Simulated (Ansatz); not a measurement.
Mulliken charges of CH$_{3}$ClF$_{2}$SZr (`C[S][Zr]([F])([F])[Cl]`) from r2SCAN/def2-TZVPP in Ansatz (PBE0-D4/def2-TZVP geometry).

```tsv
atom	x (Å)	y (Å)	z (Å)	charge (e)
C1	0.641	-1.402	-0.194	-0.087
S2	0.294	-0.636	1.429	-0.279
Zr3	-0.579	1.266	0.256	1.140
F4	-1.998	0.680	-0.855	-0.367
F5	0.789	1.955	-0.861	-0.367
Cl6	-1.298	2.843	1.825	-0.305
H7	1.711	-1.589	-0.273	0.096
H8	0.084	-2.334	-0.270	0.096
H9	0.356	-0.783	-1.057	0.073
```

Task: By hand: the dipole of these point charges (1 e Å = 4.8032 D).

Result: Σ q r = (0.240, -0.525, -0.146) e Å, of length 0.595 e Å = 2.86 D.

Task: How does the dipole of the full density compare? (An estimate is asked.)

Result: The calculation gave: (0.159, -0.348, -0.203) e Å, 2.08 D; the point charges give 1.38 times that, at 14° from its direction.

Point charges leave out the atoms' own dipoles, such as those of lone pairs, and Mulliken's split depends on the basis, so the two needn't agree.
